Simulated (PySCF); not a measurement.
Here is a job for PySCF.
```python
from pyscf import gto, scf, dft

mol = gto.Mole()
mol.atom = '''
    Te    0.000243   -0.005206    0.196833
    Cl    1.523600   -1.933543   -0.203646
    Cl    1.938064    1.527298   -0.112629
    Cl   -1.523972    1.941505   -0.097392
    Cl   -1.938436   -1.519337   -0.188409
'''
mol.basis = 'def2-tzvp'
mol.ecp = {'Te': 'def2-tzvp'}
mol.charge = -1
mol.spin = 1
mol.verbose = 4
mol.build()

mf = dft.UKS(mol)
mf.xc = 'r2scan'
mf = mf.density_fit(auxbasis='def2-universal-jkfit')
mf.kernel()
mf.analyze()
```

Q: What is the computed nuclear repulsion energy (DF-R2SCAN/def2-TZVP (PySCF))?

A: 584.3235 Eh

Q: Estimate the HOMO energy that DF-R2SCAN/def2-TZVP returns for this input.

A: -1.84 eV

Q: Give the total energy at the level DF-R2SCAN/def2-TZVP.

A: -4218.116234 Ry

Q: Predict the number of basis functions from DF-R2SCAN/def2-TZVP.

A: 198

Q: Give the <S^2> at the level DF-R2SCAN/def2-TZVP.

A: 0.753

These values belong to the state on which the SCF converged, which isn't shown to be the lowest.
